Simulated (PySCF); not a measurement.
# UHF on In²⁺ (indium, charge +2)

Configuration: [Kr] 4d9 5s1 6s1, high-spin 4D determinant (an excited configuration). Computed with PySCF 2.14 in dyall-av2z, with no relativity, point nucleus.

```
Total energy                                                  : -5738.213707 hartree
One-electron energy                                           : -7869.5691 hartree
Hartree (Coulomb) energy                                      : 2284.3416 hartree
Exchange energy                                               : -152.9863 hartree
Kinetic energy                                                : 5738.21734 hartree
⟨S²⟩                                                          : 3.7502
⟨L²⟩                                                          : 8.455
Sum of ⟨r⟩                                                    : 31.48 bohr
Sum of ⟨r²⟩                                                   : 55.15 bohr²
Traceless quadrupole moment −½Σ⟨3z² − r²⟩ along its main axis : 7.12 e·bohr²
Density at the nucleus (Gaussians lack the cusp)              : 82300 bohr⁻³
Spin density at the nucleus                                   : 20.2 bohr⁻³
Langevin diamagnetic susceptibility                           : -43.7 ×10⁻⁶ cm³/mol
```

```csv
shell,electrons,mean orbital energy (eV),spread (eV),"rms radius, mean of both spins (bohr)"
1s α,1,-27181.3,0,0.0359
1s β,1,-27181.2,0,0.0359
2s α,1,-4095.4,0,0.145
2s β,1,-4094.8,0,0.145
2p α,3,-3817.1,0.545,0.127
2p β,3,-3816.6,0.043,0.127
3s α,1,-835.96,0,0.384
3s β,1,-835.48,0,0.384
3p α,3,-720.25,1.078,0.378
3p β,3,-719.87,0.817,0.378
3d α,5,-508.55,1.181,0.352
3d β,5,-507.87,1.722,0.352
4s α,1,-165.19,0,0.931
4s β,1,-162.16,0,0.931
4p α,3,-124.82,2.101,0.993
4p β,3,-121.64,1.291,0.993
4d α,5,-57.357,2.355,1.20
4d β,4,-55.670,1.852,1.20
5s α,1,-31.321,0,2.45
6s α,1,-12.287,0,5.10
```

⟨L²⟩ = 8.45 against 6 for a pure D term, so this real determinant mixes terms. A non-relativistic calculation at this Z misses sizeable relativistic shifts. The outer electron is Rydberg-like, and this basis confines it to a smaller radius and binds it less than a complete one would. The s, p, d and f populations moved away from the nominal configuration during the SCF.

Spin-orbit constants ζ (cm⁻¹) from the X2C one-electron operator on these orbitals (non-relativistic here): bare nucleus, nucleus screened by l(l+1)(2l+1)/3 electrons, and screened by the Breit-Pauli mean field of the electrons.

```
shell    bare  screened nucleus  mean field
   2p  981700            941600      921700
   3p  175600            168500      164100
   3d   30440             24230       23300
   4p   29150             27960       27170
   4d    3586              2854        2682
```

To first order the Landé constant is A = -894.0 cm⁻¹, so the lowest level has J = 7/2 and lies 0.333 eV below the centre of the term. This holds in LS coupling only.
